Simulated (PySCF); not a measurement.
Point-charge models of `C#C[Si@@H](N)OC=C` against its computed dipole.

Coordinates (GFN2-xTB, Å) and charges (e) from the PBE0/pcSseg-1 density (PySCF):

```json
{"atom": "C1", "x": "2.378", "y": "-1.648", "z": "1.045", "Mulliken": "-0.1791", "IAO": "-0.1771", "Hirshfeld": "-0.0772", "ESP-fitted": "-0.3706"}
{"atom": "C2", "x": "1.726", "y": "-0.666", "z": "0.809", "Mulliken": "-0.1997", "IAO": "-0.3617", "Hirshfeld": "-0.1584", "ESP-fitted": "-0.1144"}
{"atom": "Si3", "x": "0.638", "y": "0.802", "z": "0.482", "Mulliken": "+1.0147", "IAO": "+1.2709", "Hirshfeld": "+0.4627", "ESP-fitted": "+0.7247"}
{"atom": "N4", "x": "1.433", "y": "1.827", "z": "-0.640", "Mulliken": "-0.6076", "IAO": "-0.8490", "Hirshfeld": "-0.3145", "ESP-fitted": "-0.9923"}
{"atom": "O5", "x": "-0.705", "y": "0.397", "z": "-0.353", "Mulliken": "-0.5754", "IAO": "-0.5847", "Hirshfeld": "-0.1895", "ESP-fitted": "-0.2202"}
{"atom": "C6", "x": "-1.531", "y": "-0.653", "z": "-0.224", "Mulliken": "+0.0960", "IAO": "+0.0700", "Hirshfeld": "+0.0300", "ESP-fitted": "+0.0510"}
{"atom": "C7", "x": "-2.711", "y": "-0.707", "z": "-0.818", "Mulliken": "-0.2240", "IAO": "-0.3883", "Hirshfeld": "-0.1447", "ESP-fitted": "-0.5915"}
{"atom": "H8", "x": "2.963", "y": "-2.501", "z": "1.241", "Mulliken": "+0.0671", "IAO": "+0.2041", "Hirshfeld": "+0.0996", "ESP-fitted": "+0.3135"}
{"atom": "H9", "x": "0.236", "y": "1.367", "z": "1.778", "Mulliken": "-0.1255", "IAO": "-0.1762", "Hirshfeld": "-0.0869", "ESP-fitted": "-0.1413"}
{"atom": "H10", "x": "2.270", "y": "2.303", "z": "-0.356", "Mulliken": "+0.1950", "IAO": "+0.2680", "Hirshfeld": "+0.1209", "ESP-fitted": "+0.3989"}
{"atom": "H11", "x": "0.874", "y": "2.409", "z": "-1.242", "Mulliken": "+0.2022", "IAO": "+0.2751", "Hirshfeld": "+0.1242", "ESP-fitted": "+0.3767"}
{"atom": "H12", "x": "-1.161", "y": "-1.466", "z": "0.391", "Mulliken": "+0.1028", "IAO": "+0.1350", "Hirshfeld": "+0.0450", "ESP-fitted": "+0.1266"}
{"atom": "H13", "x": "-3.070", "y": "0.104", "z": "-1.425", "Mulliken": "+0.1163", "IAO": "+0.1563", "Hirshfeld": "+0.0426", "ESP-fitted": "+0.2221"}
{"atom": "H14", "x": "-3.342", "y": "-1.569", "z": "-0.710", "Mulliken": "+0.1173", "IAO": "+0.1577", "Hirshfeld": "+0.0464", "ESP-fitted": "+0.2166"}
```

Task: What dipole does each set of charges give (1 e·Å = 4.803 D), and what does the density give?

Result: The full density gives (1.10, 0.47, 0.73) D, 1.40 D in size; dipole vectors point from the negative to the positive end.

```tsv
scheme	μx	μy	μz	size (D)	share of the full size (%)	angle to the full dipole (°)
Mulliken	-0.99	1.31	1.08	1.97	141	84
IAO	0.75	0.46	1.96	2.15	153	35
Hirshfeld	0.90	0.54	0.43	1.13	81	11
ESP-fitted	1.06	0.48	0.78	1.40	100	2
```

Task: Which set comes closest?

Result: Length of the difference vector: ESP-fitted 0.06 D, Hirshfeld 0.37 D, IAO 1.28 D, Mulliken 2.28 D. Closest: ESP-fitted. ESP charges are fitted to the potential around the molecule, whose slowest-falling term is the dipole's. The schemes that divide the density aren't constrained to reproduce the dipole.

Task: What is left for the Hirshfeld atoms' own dipoles?

Result: The Hirshfeld atoms' densities add up to the full density, so μ = Σ q r + Σ (atomic dipoles). The atomic dipoles sum to (1.10, 0.47, 0.73) − (0.90, 0.54, 0.43) = (0.20, -0.07, 0.30) D, 0.37 D in size.

Task: With the origin at the mean of the coordinates, (0.000, 0.000, -0.002) Å, which are the largest single terms, by size, of the Hirshfeld dipole along the direction of the full one?

Result: Si3 +2.27, N4 -2.12, C7 +1.94, H10 +1.37, C2 -1.18 D; all 14 atoms together +1.11 D. The single terms depend on the origin, their sum doesn't.

Task: Give the size of the full dipole in other units.

Result: 1.40 D = 0.551 au = 0.292 e·Å = 4.67 × 10⁻³⁰ C·m.

Isolated species at its GFN2-xTB geometry (one conformer only).

Shape of the structure used: `[CH:1]#[C:2][Si@@H:3]([NH2:4])[O:5][CH:6]=[CH2:7]`: C2–Si3–O5–C6 42°, Si3–O5–C6–C7 167°, H–N4–Si3–C2 -67°, H–N4–Si3–C2 152°.
